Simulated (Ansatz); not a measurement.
`[NH2][AlH][GeH2][F]` + `[NH2][GeH3]` → `[F][GeH2][NH][GeH3]` + `[NH2][AlH2]` at 600 K and 1 bar (cleavage of the Ge–Al bond).

Program: Ansatz. Geometries: PBE0-D4/def2-TZVP. ΔE: electronic, gas phase. CBS: MP2 limit from def2 TZ/QZ plus the TZ coupled-cluster correction, frozen cores. This one scheme is used for every species. For Ge outer-core shells are correlated without core-valence functions, which leaves a few kJ/mol of doubt a bond. Scalar relativity is left out up to krypton. One conformer a species, not always the lowest.

| species | CCSD(T)/CBS energy (Eh) | H − E (kJ/mol) | S (J/(mol·K)) |
| --- | --- | --- | --- |
| `[NH2][AlH][GeH2][F]` | -2475.70000 | 196.3 | 452.7 |
| `[NH2][GeH3]` | -2133.81884 | 167.5 | 333.3 |
| `[F][GeH2][NH][GeH3]` | -4310.37685 | 215.8 | 464.5 |
| `[NH2][AlH2]` | -299.14566 | 138.4 | 304.9 |

H − E and S are ideal-gas, rigid-rotor, harmonic terms from PBE0-D4/def2-TZVP, for one conformer and one mirror image of each species. 1 Eh = 2625.50 kJ/mol, R = 8.31446 J/(mol·K).

Question: By hand: ΔE, ΔH, ΔS and ΔG.

Answer: ΔE = (-4310.37685) + (-299.14566) − (-2475.70000) − (-2133.81884) = -0.00367 Eh = -9.6 kJ/mol. Δ(H − E) = 215.8 + 138.4 − 196.3 − 167.5 = -9.6, so ΔH = -19.2 kJ/mol. ΔS = 464.5 + 304.9 − 452.7 − 333.3 = -16.6 J/(mol·K). ΔG = -19.2 − 600 × (-16.6)/1000 = -9.2 kJ/mol.

Question: By hand: the equilibrium constant, and the temperature at which ΔG would vanish if ΔH and ΔS stayed fixed.

Answer: log₁₀ K = −ΔG/(RT ln 10) = 0.8. ΔG = 0 at ΔH/ΔS = 1157 K, though so small a ΔS makes that figure unsure.

TΔS isn't small against ΔH here. A doubt of 5 kJ/mol in ΔE shifts log₁₀ K by 0.4 here. Other conformers and mirror images would add mixing entropy, several J/(mol·K) or more a flexible species. Modes under 60 cm⁻¹, often nearly free rotors, make the harmonic entropy too high. These are equilibria of isolated gas molecules and say nothing of rates. Largest T1 diagnostic: 0.013 (customary marks: 0.02 for closed shells, 0.045 for open ones).
